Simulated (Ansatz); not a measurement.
```xyz
8

C     0.344    1.313    0.819
In   -0.027   -0.449   -0.310
F     1.469   -1.147   -1.371
S    -1.869   -1.894   -0.666
H    -0.205    2.146    0.381
H     0.015    1.171    1.848
H     1.412    1.522    0.793
H    -1.139   -2.662   -1.493
```

The species carries charge 0 and has multiplicity 1. In takes the def2 core potential.

**Question.** List the PBE/def2-TZVPP orbital energies in eV (the Gaussian-basis code of Ansatz). (Best estimate.)

**Answer.** Ansatz gave: Occupied: -2395.85, -657.92, -269.49, -208.79, -154.92, -154.85, -154.72, -122.27, -80.03, -79.77, -79.72, -26.94, -19.59, -19.23, -19.12, -19.09, -18.97, -17.46, -17.18, -10.59, -10.41, -10.38, -9.72, -8.19, -8.03, -7.93, -7.11, -6.45. Lowest empty: -2.08, -1.78, -0.54, 0.07, 0.37, 1.27, 1.53, 2.26.
